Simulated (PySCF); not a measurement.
**Spinor energies of W (tungsten, neutral)**

Start: [Xe] 4f14 5d4 6s1 6p1; 5d5/2 filled at m_j = -1/2, +1/2, +3/2, +5/2; 6s1/2 filled at m_j = +1/2; 6p3/2 filled at m_j = +3/2. Calculated with PySCF 2.14 in x2c-TZVPall-2c with one added diffuse shell each of s, p, d type (12s12p11d2f, 117 functions): generalised Hartree-Fock with the X2C-1e Hamiltonian and a Gaussian nucleus; spin-orbit coupling (SO) screened by Boettger's factors. This is a chosen level, not necessarily the ground level.

| spinor shell | electrons | ε, screened SO (eV) | weight of nominal j (screened SO) | rms radius, screened SO (bohr) |
| --- | --- | --- | --- | --- |
| 1s1/2 | 2 | -69882.3 | 1.000 | 0.0208 |
| 2s1/2 | 2 | -12202.9 | 1.000 | 0.0838 |
| 2p1/2 | 2 | -11648.3 | 1.000 | 0.0713 |
| 3s1/2 | 2 | -2874.3 | 1.000 | 0.214 |
| 3p1/2 | 2 | -2627.7 | 1.000 | 0.206 |
| 3p3/2 | 4 | -2329.0 | 1.000 | 0.221 |
| 3d3/2 | 4 | -1918.5 | 1.000 | 0.195 |
| 3d5/2 | 6 | -1854.1 | 1.000 | 0.199 |
| 4s1/2 | 2 | -627.54 | 1.000 | 0.478 |
| 4p1/2 | 2 | -523.90 | 1.000 | 0.487 |
| 4p3/2 | 4 | -454.03 | 1.000 | 0.519 |
| 4d3/2 | 4 | -283.31 | 1.000 | 0.544 |
| 4d5/2 | 6 | -270.24 | 1.000 | 0.556 |
| 5s1/2 | 2 | -96.623 | 1.000 | 1.15 |
| 5p1/2 | 2 | -62.105 | 0.998 | 1.26 |
| 5p3/2 | 4 | -52.851 | 0.978 | 1.36 |
| 4f5/2 | 6 | -54.006 | 0.994 | 0.669 |
| 4f7/2 | 8 | -51.918 | 0.991 | 0.677 |
| 5d5/2 | 4 | -11.112 | 0.671 | 2.45 |
| 6s1/2 | 1 | -9.654 | 0.550 | 2.95 |
| 6p3/2 | 1 | -5.010 | 1.000 | 4.64 |

(1) Where does 2p3/2 lie, and what is the 2p spin-orbit splitting (screened SO)?

| quantity | screened SO |
| --- | --- |
| E (hartree) | -16149.37585 |
| M_J | 6 |
| ⟨J²⟩ | 47.530 |
| ⟨L²⟩ | 31.101 |
| ⟨S²⟩ | 4.206 |

The determinant has a definite M_J but mixes levels of different J.

Each row is a mean over spinors that exchange with the open shell spreads, by up to 4.822 eV (5p3/2).

Rows whose weight is well below 1 are mixtures of j = l ± 1/2: exchange outweighs spin-orbit coupling there, and the label is only the starting occupation.

Breit and QED terms are absent; they matter most for the inner s and p1/2 levels.

Densities and radii are taken from the X2C orbitals without a picture-change correction, which distorts them close to the nucleus.

## Answers

(1) At -10290.0 eV, 1358.3 eV above 2p1/2.
